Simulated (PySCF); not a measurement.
MoH⁺: energy against distance

Set-up: PySCF, scalar-relativistic core potentials, basis sets Mo def2-TZVPPD with ECP28, H def2-TZVPPD. Energies in eV from Mo⁺ (4d5) + H in their ground configurations at the same level. State: ⁵Σ⁺ (quintet), unpaired electrons π ↑↑, δ ↑↑.

All columns are PBE0. A positive dipole points towards H; it is taken about the centre of mass and depends on that origin.

```tsv
R (Å)	E (eV)	μ (D)	Mulliken charge on Mo (basis-dependent)	HOMO (eV)	LUMO (eV)	Mayer bond order	⟨S²⟩
1.434	-1.379	-1.59	1.07	-13.24	-9.82	1.00	6.01
1.500	-1.663	-1.69	1.02	-13.32	-9.86	0.99	6.02
1.567	-1.827	-1.77	0.98	-13.40	-9.91	0.97	6.02
1.617	-1.887	-1.82	0.96	-13.45	-9.94	0.96	6.03
1.667	-1.905	-1.86	0.95	-13.50	-9.98	0.95	6.03
1.717	-1.888	-1.89	0.94	-13.54	-10.01	0.94	6.04
1.784	-1.822	-1.92	0.94	-13.58	-10.05	0.93	6.06
1.867	-1.691	-1.91	0.94	-13.62	-10.10	0.90	6.09
1.967	-1.488	-1.84	0.95	-13.63	-10.14	0.86	6.14
2.100	-1.190	-1.63	0.97	-13.56	-10.14	0.77	6.26
```

A fit through these points gives, at Re = 1.666 Å, μ = -1.86 D and dμ/dR = -0.705 D/Å; the reduced mass is 0.9976 u.

Problem. How strong is the fundamental in the double-harmonic approximation, I = 42.26·(dμ/dR)²/μred km/mol?

Solution. I = 42.26·(-0.705)²/0.9976 = 21.1 km/mol at PBE0.

The metal atom is held in its measured ground configuration; semilocal functionals can put another filling of s and d lower by some tenths of an eV, and De to that atom would be smaller. ⟨S²⟩ of the unrestricted solution departs from its pure value on part of the curve, where spin states mix. These are scalar-relativistic numbers at best; spin–orbit coupling would shift them, the dissociation energy most. For an ion De counts to the pair picked by the measured ionisation energies or electron affinities, which need not be the lowest pair at this level. With d or f electrons several states lie close, and the lowest PBE0 determinant need not be the measured ground state.
